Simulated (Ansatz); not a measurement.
Species: SiF$_{2}$, charge 0, triplet. This triplet is an excited state, 3.2 eV above the singlet at CCSD(T)/cc-pV(5+d)Z (Ansatz, a quantum-chemistry and plane-wave program). SiF2 (SMILES F[Si]F, triplet).
B3LYP-D3(BJ)/def2-TZVP minimum from Ansatz:
```
Si
F 1 1.6058
F 1 1.6058 2 113.90
```
Charge 0, spin multiplicity 3.

Hartree-Fock and CCSD(T) correlation energies in hartree (Ansatz). Radicals and triplets start from unrestricted determinants; spin-orbit coupling is neglected. Correlated methods leave the cores frozen. No relativity. The spin of F2Si (F[Si]F, triplet) was assumed, and the state is the lowest solution found for it.

| basis | X | E(HF) | E(corr, CCSD(T)) |
|---|---|---|---|
| cc-pV(T+d)Z | 3 | -487.92015 | -0.59292 |
| cc-pV(Q+d)Z | 4 | -487.94494 | -0.64645 |
| cc-pV(5+d)Z | 5 | -487.95030 | withheld |

Q: Fit E(corr) = E∞ + A/X³ to X = 3 and 4, predict X = 5, and compare with the run.

A: A = (-0.59292 - (-0.64645))/(1/27 - 1/64) = 2.5000; E∞ = -0.64645 - A/64 = -0.68551; at X = 5, E∞ + A/125 = -0.66551. The run gave -0.66663, 1.12 mEh below the prediction. The same form on X = 4 and 5 gives E∞ = -0.68780, 2.29 mEh below the first estimate.
